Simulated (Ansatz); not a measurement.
Steps of a relaxation of CH7GaGeO with RKS PBE0-D4/def2-TZVP.

```sh
$ ansatz run in.yaml --threads 4 --pin off --events-out ev --progress --plain --max-ram 10444MiB
```

```yaml
crystal:
  periodic: [false, false, false]
  atoms:
    - {symbol: C, position_ang: [-1.619706, 1.345010, -1.141362]}
    - {symbol: Ga, position_ang: [-1.898717, -0.299165, 0.109609]}
    - {symbol: Ge, position_ang: [1.553917, -1.333895, 1.189128]}
    - {symbol: O, position_ang: [0.424812, -0.422309, 0.066748]}
    - {symbol: H, position_ang: [-1.026601, 2.138528, -0.626240]}
    - {symbol: H, position_ang: [-2.576023, 1.811331, -1.464489]}
    - {symbol: H, position_ang: [-1.064488, 1.059047, -2.066333]}
    - {symbol: H, position_ang: [2.072010, -0.353905, 2.274986]}
    - {symbol: H, position_ang: [0.640487, -2.435703, 1.758620]}
    - {symbol: H, position_ang: [2.723556, -1.889536, 0.333529]}
    - {symbol: H, position_ang: [0.836051, 0.323695, -0.413597]}
basis:
  gaussian: {orbitals: def2-TZVP}
hamiltonian: {xc: pbe0, dispersion: d4}
relax: {f_tol: 0.005, max_steps: 150}
```

Positions (Å) and forces (eV/Å) along the path, 5 of 5 steps:

```xyz
11
step=1 energy=-112078.1305 eV
C    -1.620    1.345   -1.141    0.085    0.275   -0.210
Ga   -1.899   -0.299    0.110    0.017    0.197   -0.147
Ge    1.554   -1.334    1.189   -0.241    0.130   -0.211
O     0.425   -0.422    0.067    0.719    0.299   -0.001
H    -1.027    2.139   -0.626   -0.295   -0.385   -0.252
H    -2.576    1.811   -1.464    0.463   -0.229    0.160
H    -1.064    1.059   -2.066   -0.274    0.138    0.453
H     2.072   -0.354    2.275   -0.107   -0.155   -0.216
H     0.640   -2.436    1.759    0.167    0.177   -0.084
H     2.724   -1.890    0.334   -0.221    0.119    0.142
H     0.836    0.324   -0.414   -0.312   -0.565    0.365
11
step=2 energy=-112078.1665 eV
C    -1.611    1.337   -1.135    0.028    0.098   -0.077
Ga   -1.891   -0.290    0.109   -0.003    0.078   -0.058
Ge    1.541   -1.333    1.182   -0.162    0.140   -0.160
O     0.435   -0.413    0.069    0.276    0.019    0.068
H    -1.027    2.125   -0.629   -0.089   -0.127   -0.065
H    -2.558    1.795   -1.456    0.126   -0.073    0.053
H    -1.062    1.052   -2.049   -0.082    0.029    0.144
H     2.052   -0.352    2.249   -0.003   -0.024   -0.005
H     0.640   -2.427    1.751    0.025    0.019   -0.010
H     2.698   -1.875    0.328   -0.015   -0.002    0.018
H     0.848    0.325   -0.398   -0.100   -0.157    0.093
11
step=3 energy=-112078.1706 eV
C    -1.612    1.339   -1.136    0.016   -0.001    0.000
Ga   -1.891   -0.280    0.103   -0.041   -0.007    0.010
Ge    1.540   -1.327    1.179   -0.043    0.005   -0.023
O     0.439   -0.415    0.073    0.057   -0.014    0.029
H    -1.035    2.123   -0.627    0.007    0.008    0.008
H    -2.556    1.791   -1.458   -0.014   -0.004    0.002
H    -1.062    1.052   -2.041    0.007   -0.004   -0.012
H     2.052   -0.355    2.251    0.007    0.006    0.004
H     0.644   -2.422    1.748   -0.007   -0.011    0.008
H     2.695   -1.876    0.330    0.014    0.002   -0.005
H     0.849    0.314   -0.402   -0.002    0.021   -0.021
11
step=4 energy=-112078.1709 eV
C    -1.612    1.338   -1.136    0.008   -0.003    0.002
Ga   -1.899   -0.279    0.104   -0.013   -0.004    0.006
Ge    1.541   -1.327    1.179   -0.037    0.016   -0.029
O     0.441   -0.413    0.073    0.025   -0.020    0.029
H    -1.034    2.121   -0.626    0.007    0.008    0.008
H    -2.554    1.791   -1.460   -0.015   -0.001   -0.001
H    -1.060    1.049   -2.039    0.008   -0.005   -0.013
H     2.054   -0.356    2.251    0.008    0.004    0.007
H     0.644   -2.422    1.747   -0.006   -0.009    0.006
H     2.696   -1.875    0.329    0.013   -0.001   -0.003
H     0.849    0.317   -0.402    0.003    0.015   -0.013
11
step=5 energy=-112078.1710 eV
C    -1.610    1.337   -1.136   -0.002   -0.001   -0.002
Ga   -1.903   -0.278    0.106    0.002    0.000    0.001
Ge    1.539   -1.327    1.177   -0.002    0.003    0.001
O     0.441   -0.409    0.076    0.003   -0.004    0.005
H    -1.033    2.120   -0.626    0.000    0.001    0.001
H    -2.553    1.789   -1.461   -0.002    0.001   -0.001
H    -1.058    1.046   -2.038    0.001   -0.001   -0.002
H     2.056   -0.359    2.251    0.001    0.000    0.004
H     0.642   -2.422    1.745    0.000   -0.001   -0.002
H     2.697   -1.874    0.328    0.000   -0.001   -0.003
H     0.848    0.321   -0.401   -0.001    0.002   -0.003
```

Run time 26 s (4 threads of an Arm Neoverse V1 on a shared host); peak host memory 0.65 GiB.
